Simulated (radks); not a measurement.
Valence configurations of Pm (all share [Xe]). Calculated with a radial shooting solver on a logarithmic mesh with Libxc functionals: Dirac Kohn-Sham, BLYP, spin-unpolarised, spherical densities, finite nucleus; open shells fill j = l - 1/2 first; Fermi nuclear charge, rms radius 4.962 fm. Energies are relative to 4f5 6s2; eigenvalues in eV.

| valence | E (eV) | e(4f5/2) | e(4f7/2) | e(5d3/2) | e(6p1/2) | e(6s1/2) |
|---|---|---|---|---|---|---|
| 4f5 6s2 | 0.000 | -2.015 | - | - | - | -3.400 |
| 4f5 5d0.5 6s1.5 | 0.867 | -1.406 | - | -1.390 | - | -3.196 |
| 4f5 5d1 6s1 | 1.800 | -0.946 | - | -1.134 | - | -3.051 |
| 4f5 6s1 6p1 | 2.289 | -3.122 | - | - | -1.677 | -4.047 |
| 4f4 5d1 6s2 | 2.312 | -7.319 | - | -2.762 | - | -3.763 |
| 4f4 6s2 6p1 | 4.373 | -10.396 | - | - | -2.106 | -4.956 |
| 4f7 | 7.282 | -0.558 | -0.231 | - | - | - |
| 4f3 5d3 6s1 | 9.980 | -11.729 | - | -2.633 | - | -3.460 |
| 4f3 6s2 6p2 | 17.110 | -20.348 | - | - | -2.950 | -6.402 |

NIST lists [Xe] 4f5 6s2 as the ground configuration; this level of theory agrees among the configurations tried. The energies are those of spherical spin-averaged densities, not of single terms. No valid solution was reached for [Xe] 4f5.5 6s1.5.
